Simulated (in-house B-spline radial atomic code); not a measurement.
## Pb VI (Pb5+): [Ar] 3d10 4s2 (4p1/2)1 (4p3/2)4 4d10 4f14 5s2 5p6 5d10 (with a hole in an inner shell)

Computed with a radial B-spline atomic code at the basis-set limit: Dirac-Hartree-Fock, average of the jj configuration, Fermi nucleus of rms radius 5.5012 fm.

Z_r = [3n² - l(l+1)]/(2<r>); Z_e = n√(-2ε); the last column is Slater's effective charge. Values are occupation-weighted means over j. An effective charge above Z reflects the relativistic contraction of the inner shells.

| shell | electrons | ε (eV) | <r> (bohr) | Z_r | Z_e | Slater |
| --- | --- | --- | --- | --- | --- | --- |
| 1s | 2 | -88693 | 0.01605 | 93.44 | 80.74 | 81.70 |
| 2s | 2 | -16085 | 0.06687 | 89.72 | 68.77 | 77.85 |
| 2p | 6 | -13960 | 0.06086 | 82.15 | 64.06 | 77.85 |
| 3s | 2 | -3994.7 | 0.1736 | 77.75 | 51.40 | 70.75 |
| 3p | 6 | -3366 | 0.1751 | 71.38 | 47.19 | 70.75 |
| 3d | 10 | -2655.3 | 0.1599 | 65.65 | 41.91 | 60.85 |
| 4s | 2 | -997 | 0.383 | 62.66 | 34.24 | 54.60 |
| 4p | 5 | -772.47 | 0.4104 | 56.04 | 30.14 | 54.60 |
| 4d | 10 | -520.52 | 0.4271 | 49.17 | 24.74 | 43.85 |
| 4f | 14 | -233.82 | 0.4443 | 40.51 | 16.58 | 32.45 |
| 5s | 2 | -231.97 | 0.8526 | 43.98 | 20.65 | 25.20 |
| 5p | 6 | -168.7 | 0.9567 | 38.15 | 17.61 | 25.20 |
| 5d | 10 | -89.062 | 1.193 | 28.91 | 12.79 | 11.85 |

The least bound orbital is 5d5/2 at -87.86 eV, and it is also the most diffuse (<r> = 1.207 bohr). The part-filled 4p shell lies below the filled 5d shell in orbital energy.

For the 1s electron the small component carries 9.78 % of the norm, the zero-frequency Breit interaction raises the level by 342.5 eV, self-energy by 222.9 eV, and vacuum polarisation lowers it by 47.57 eV.
